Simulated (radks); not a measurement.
Q: These are the eigenvalues of the occupied orbitals of an atom or ion with whole-number occupations (hartree). All-electron calculation, Dirac Kohn-Sham, PBEsol, spin-unpolarised, spherical densities, finite nucleus; Fermi nuclear charge, rms radius of each element as measured or else 0.836 A^(1/3) + 0.57 fm. Program: a radial shooting solver on a logarithmic mesh with Libxc functionals.

orbital  eigenvalue
1s1/2     -304.2369
2s1/2     -38.92188
2p1/2     -34.32258
2p3/2     -33.68166
3s1/2      -6.74908
3p1/2      -5.32875
3p3/2      -5.24073
3d3/2      -2.89703
3d5/2      -2.88516
4p1/2      -1.50485
4p3/2      -1.49240

Which element is it, and in what charge state? The configuration may be excited. Open shells, if any, are shared by 2j + 1.

A: Z = 28, nickel, charge +4: Ni4+ in [Ar] 3d5 4p1. The list shows which subshells hold electrons but not how many an open one holds; the 1s level, -304.24 hartree, gives Z - s = 24.7 by -(Z - s)^2/2, which with screening and relativity narrows Z to a few neighbours, and the depths of the outer levels then fix element, charge and occupations together.
